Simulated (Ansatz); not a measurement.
C2H5AlFN can be A, `N[CH]1[CH2][Al]1[F]`, or B, `C=C(F)[NH][AlH2]`.

Calculated with Ansatz (gas phase, PBE0-D4/def2-TZVP geometries, no zero-point term in ΔE). CCSD(T)/CBS adds triple-zeta CCSD(T) − MP2 to the extrapolated MP2 energy (def2 sets, frozen cores). DFT in def2-TZVPP. B3LYP here is the variant with VWN-RPA as its local correlation; programs differ in this. Each species was taken in one conformer, which may not be the lowest.

**Question.** Which is lower in electronic energy at CCSD(T)/CBS, and by how much? (An estimate is asked.)

**Answer.** The calculation gave: A, by 17.5 kJ/mol.

**Question.** Give E(B) − E(A) in kJ/mol with r2SCAN-D4, B3LYP-D4, B2PLYP, PBE-D4, PBE0-D4, ωB97M-V, B3LYP. (An estimate is asked.)

**Answer.** The calculation gave: r2SCAN-D4 7.4, B3LYP-D4 -4.7, B2PLYP 4.9, PBE-D4 17.1, PBE0-D4 12.2, ωB97M-V 4.3, B3LYP -3.4. The order is the other way round with B3LYP-D4, B3LYP.

Largest T1 diagnostic: 0.013.

In def2-TZVPP, CCSD(T) changes the Hartree–Fock value by +53.5 kJ/mol (the triples alone add +4.1 kJ/mol) and MP2 by +68.7 kJ/mol. From PBE to PBE0 (25 % exact exchange), in def2-TZVPP and without D4, E(B) − E(A) moves by −5.1 kJ/mol.
